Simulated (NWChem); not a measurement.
System: BeHOBr; SMILES [Be]([OH])[Br]

The following NWChem deck was run.

```
start job
memory heap 200 mb stack 900 mb global 1100 mb
geometry units angstroms noautosym nocenter noautoz
  Be    -0.007874     1.158821     0.000000
  Br     0.010044    -0.802656    -0.000000
  O     -0.001478     2.546440    -0.000000
  H     -0.253498     3.460844     0.000000
end
basis spherical
  * library def2-svpd
end
dft
  xc xcamb88 1.00 lyp 0.81 vwn_5 0.19 hfexch 1.00
  cam 0.33 cam_alpha 0.19 cam_beta 0.46
  iterations 150
end
property
  response 1 0.0
end
task dft property
```

NWChem printed, in part:

```
             Northwest Computational Chemistry Package (NWChem) 7.3.0
             --------------------------------------------------------

                             Geometry "geometry" -> ""
                             -------------------------

 Output coordinates in angstroms (scale by  1.889725989 to convert to a.u.)

  No.       Tag          Charge          X              Y              Z
 ---- ---------------- ---------- -------------- -------------- --------------
    1 Be                   4.0000    -0.00787400     1.15882100     0.00000000
    2 Br                  35.0000     0.01004400    -0.80265600     0.00000000
    3 O                    8.0000    -0.00147800     2.54644000     0.00000000
    4 H                    1.0000    -0.25349800     3.46084400     0.00000000

 Effective nuclear repulsion energy (a.u.)     103.9264766216

                              NWChem Property Module
                              ----------------------

                                 NWChem DFT Module
                                 -----------------

 Summary of "ao basis" -> "ao basis" (spherical)
 ------------------------------------------------------------------------------
       Tag                 Description            Shells   Functions and Types
 ---------------- ------------------------------  ------  ---------------------
 Be                        def2-svpd                 6       12   3s3p
 Br                        def2-svpd                15       41   6s5p4d
 O                         def2-svpd                 9       23   4s3p2d
 H                         def2-svpd                 4        8   2s2p

            General Information
            -------------------
          SCF calculation type: DFT
          Wavefunction type:  closed shell.
          No. of atoms     :     4
          No. of electrons :    48
           Alpha electrons :    24
            Beta electrons :    24
          Charge           :     0
          Spin multiplicity:     1
          Use of symmetry is: off; symmetry adaption is: off
          Maximum number of iterations: 150
          AO basis - number of functions:    84
                     number of shells:    34
          Convergence on energy requested:  1.00D-06
          Convergence on density requested:  1.00D-05
          Convergence on gradient requested:  5.00D-04

              XC Information
              --------------
                     Hartree-Fock (Exact) Exchange  1.000
                   CAM-Becke88 Exchange Functional  1.000
                      VWN V Correlation Functional  0.190 local
              Lee-Yang-Parr Correlation Functional  0.810

           Range-Separation Parameters
           ---------------------------
           Alpha           :  0.19
           Beta            :  0.46
           Gamma           :  0.33
           Short-Range HF  :     F

             Grid Information
             ----------------
          Grid used for XC integration:  medium
          Radial quadrature: Mura-Knowles
          Angular quadrature: Lebedev.
          Tag              B.-S. Rad. Rad. Pts. Rad. Cut. Ang. Pts.
          ---              ---------- --------- --------- ---------
          Be                  1.05       49          12.0       434
          Br                  1.15      112          12.0       590
          O                   0.60       49          13.0       434
          H                   0.35       45          13.0       434
          Grid pruning is: on
          Number of quadrature shells:   255
          Spatial weights used:  Erf1

      Superposition of Atomic Density Guess
      -------------------------------------

 Sum of atomic energies:       -2661.83557819

      Non-variational initial energy
      ------------------------------

 Total energy =   -2662.493546
 1-e energy   =   -3909.889758
 2-e energy   =    1143.469735
 HOMO         =      -0.425093
 LUMO         =      -0.031664

   convergence    iter        energy       DeltaE   RMS-Dens  Diis-err
 ---------------- ----- ----------------- --------- --------- ---------
 d= 0,ls=0.0,diis     1  -2664.4955658271 -2.77D+03  1.40D-02  7.20D-01
 d= 0,ls=0.0,diis     2  -2664.4794164804  1.61D-02  5.57D-03  1.05D+00
 d= 0,ls=0.0,diis     3  -2664.5722569488 -9.28D-02  1.11D-03  1.58D-02
 d= 0,ls=0.0,diis     4  -2664.5737553463 -1.50D-03  3.27D-04  1.61D-03
 d= 0,ls=0.0,diis     5  -2664.5738787092 -1.23D-04  1.17D-04  4.91D-05
  Resetting Diis
 d= 0,ls=0.0,diis     6  -2664.5738855106 -6.80D-06  3.17D-05  2.41D-06
 d= 0,ls=0.0,diis     7  -2664.5738860323 -5.22D-07  5.86D-06  8.95D-08

         Total DFT energy =    -2664.573886032271
      One electron energy =    -3912.901942995692
           Coulomb energy =     1247.712828677675
    Exchange-Corr. energy =     -103.311248335902
 Nuclear repulsion energy =      103.926476621648

 Numeric. integr. density =       47.999999926563

                       DFT Final Molecular Orbital Analysis
                       ------------------------------------

 Vector   22  Occ=2.000000D+00  E=-4.281512D-01
              MO Center= -1.1D-02,  2.3D+00,  7.8D-09, r^2= 1.2D+00
   Bfn.  Coefficient  Atom+Function         Bfn.  Coefficient  Atom+Function
  ----- ------------  ---------------      ----- ------------  ---------------
    60      0.586359  3 O  pz                63      0.402377  3 O  pz
     6     -0.180556  1 Be pz                27      0.100091  2 Br pz
    30      0.085059  2 Br pz                66      0.081314  3 O  pz
    24     -0.065101  2 Br pz

 Vector   23  Occ=2.000000D+00  E=-3.635798D-01
              MO Center=  1.2D-02, -5.6D-01, -1.9D-10, r^2= 2.0D+00
   Bfn.  Coefficient  Atom+Function         Bfn.  Coefficient  Atom+Function
  ----- ------------  ---------------      ----- ------------  ---------------
    28      0.551089  2 Br px                25      0.519585  2 Br px
    22     -0.342740  2 Br px                58     -0.141912  3 O  px
    19      0.111356  2 Br px                57     -0.111160  3 O  s
    61     -0.111006  3 O  px                 4     -0.090436  1 Be px
    31      0.073277  2 Br px                78      0.058103  4 H  s

 Vector   24  Occ=2.000000D+00  E=-3.632826D-01
              MO Center=  7.9D-03, -5.5D-01,  3.4D-09, r^2= 2.1D+00
   Bfn.  Coefficient  Atom+Function         Bfn.  Coefficient  Atom+Function
  ----- ------------  ---------------      ----- ------------  ---------------
    30      0.550978  2 Br pz                27      0.518774  2 Br pz
    24     -0.342243  2 Br pz                60     -0.150520  3 O  pz
    63     -0.118768  3 O  pz                21      0.111194  2 Br pz
     6     -0.086246  1 Be pz                33      0.073323  2 Br pz
    84     -0.037453  4 H  pz                73      0.033399  3 O  d -1

 Vector   25  Occ=0.000000D+00  E= 6.338228D-03
              MO Center= -2.3D-01,  2.0D+00,  1.8D-08, r^2= 9.1D+00
   Bfn.  Coefficient  Atom+Function         Bfn.  Coefficient  Atom+Function
  ----- ------------  ---------------      ----- ------------  ---------------
    57     -2.908872  3 O  s                  3      2.760177  1 Be s
     2      0.976086  1 Be s                  8      0.795988  1 Be py
    65      0.630852  3 O  py                78      0.618147  4 H  s
    11      0.432104  1 Be py                32     -0.412229  2 Br py
    17     -0.285290  2 Br s                 56     -0.247045  3 O  s

 Vector   26  Occ=0.000000D+00  E= 3.471303D-02
              MO Center= -3.9D-02,  4.8D-01,  1.1D-08, r^2= 1.8D+01
   Bfn.  Coefficient  Atom+Function         Bfn.  Coefficient  Atom+Function
  ----- ------------  ---------------      ----- ------------  ---------------
     3      3.176695  1 Be s                 18     -2.603091  2 Br s
    11     -1.957636  1 Be py                32     -0.971456  2 Br py
    57     -0.707293  3 O  s                 65      0.611654  3 O  py
    16     -0.303820  2 Br s                  8      0.301647  1 Be py
    17      0.270496  2 Br s                  2      0.264732  1 Be s

 Vector   27  Occ=0.000000D+00  E= 4.189209D-02
              MO Center=  5.7D-02,  1.4D+00,  7.0D-10, r^2= 1.2D+01
   Bfn.  Coefficient  Atom+Function         Bfn.  Coefficient  Atom+Function
  ----- ------------  ---------------      ----- ------------  ---------------
    10      1.360096  1 Be px                18      0.349314  2 Br s
     3     -0.325587  1 Be s                 31     -0.324279  2 Br px
    11      0.293599  1 Be py                 4     -0.256887  1 Be px
     7     -0.190187  1 Be px                64     -0.165095  3 O  px
    28     -0.157998  2 Br px                58     -0.156549  3 O  px

     Multipole analysis of the density
     ---------------------------------

     L   x y z        total         alpha         beta         nuclear
     -   - - -        -----         -----         ----         -------
     0   0 0 0     -0.000000    -24.000000    -24.000000     48.000000

     1   1 0 0     -0.176460     -0.139935     -0.139935      0.103410
     1   0 1 0      0.884044      0.087993      0.087993      0.708058
     1   0 0 1     -0.000000     -0.000000     -0.000000      0.000000

[...]

 DFT Linear Response polarizability / au
 Frequency  =       0.0000000 / au
              X              Y              Z
 -----------------------------------------------
 X      33.8864481     -0.2677239      0.0000000
 Y      -0.2677228     50.3361783      0.0000000
 Z       0.0000000      0.0000000     33.8510245
 -----------------------------------------------
 Eigenvalues =      33.8820920     50.3405345     33.8510245
 Isotropic   =      39.3578837
 Anisotropic =      16.4739982
 -----------------------------------------------

 Magnetic Dipole Response Matrix (nonzero elements):

 Exiting AOResponse driver routine
```

Level: CAM-B3LYP/def2-SVPD. Geometry: optimised at PBE0/def2-SVP.
